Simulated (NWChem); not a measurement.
System: phosphorus nitride (PN); SMILES N#P

Results from NWChem. Coordinates come from a B3LYP/6-31G* (spherical d) optimisation. Solvent water, SMD (1 M gas to 1 M solution), gas-phase geometry. Reactions with the solvent are ignored.

Q: Among these, which level gives the lowest value of “dipole in solution (D)”?
A. PBE0/cc-pVDZ
B. PBE0/aug-cc-pVTZ
C. PBE0/cc-pVTZ
D. PBE0/aug-cc-pVDZ

A: A, PBE0/cc-pVDZ. Values: PBE0/cc-pVDZ 3.44; PBE0/cc-pVTZ 3.87; PBE0/aug-cc-pVDZ 3.98; PBE0/aug-cc-pVTZ 4.10
